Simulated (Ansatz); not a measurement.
```yaml
crystal:
  periodic: [false, false, false]
  atoms:
    - {symbol: B, position_ang: [-0.000017, 0.000009, 0.001485]}
    - {symbol: Br, position_ang: [1.898831, -0.027600, 0.013840]}
    - {symbol: Br, position_ang: [-0.925420, 1.658216, -0.016440]}
    - {symbol: Br, position_ang: [-0.973395, -1.630615, 0.001115]}
basis:
  gaussian: {orbitals: cc-pVDZ, final_grid: {core_spheres: 1, valence_spheres: 1, degree: 5}}
hamiltonian: {xc: {name: PBE}}
scf: {lower_state_search: light}
output: {forces: true}
```

```sh
$ ansatz run in.yaml --threads 2 --pin off --events-out ev --progress --plain --max-ram 4352MiB
```

It prints (some lines left out):

```
Functional definition: PBE
1234 factors; their error is unknown
mean field evaluation 1: about -210782.6758 eV, gradient 1.5e1 eV
mean field evaluation 2: about -210780.7116 eV, gradient 2.9e1 eV
mean field evaluation 4: about -210783.3828 eV, gradient 6.6e-1 eV
mean field evaluation 8: about -210733.5390 eV, gradient 3.7e0 eV
mean field evaluation 16: about -210733.2343 eV, gradient 1.6e0 eV
mean field evaluation 32: about -210733.2458 eV, gradient 1.2e-2 eV
mean field -210733.24581310 eV, -7744.3039435072 hartree, gradient 3.8e-5 eV, S^2 0.000000; 0 other end points of the search recorded, 0 dependent functions left out
reference -210733.24582595 eV, -7744.3039439794 hartree; 55, 55 occupied and 40, 40 virtual orbitals, 1234 factors
Total energy: -210733.24582595 eV, -7744.3039439794 hartree
Atom 0 at    -0.000017     0.000009     0.001485 Å, force     6.700350    -0.097610     0.038775 eV/Å
Atom 1 at     1.898831    -0.027600     0.013840 Å, force    -3.632432     0.052554    -0.018827 eV/Å
Atom 2 at    -0.925420     1.658216    -0.016440 Å, force    -1.467027     4.630935    -0.034575 eV/Å
Atom 3 at    -0.973395    -1.630615     0.001115 Å, force    -1.600891    -4.585879     0.014627 eV/Å
Dipole moment:     0.001925    -0.000022    -0.000438 e Å
```

In this input the integration grid is far too coarse. Self-consistency was reached. The result belongs to that input, not to the species as meant.
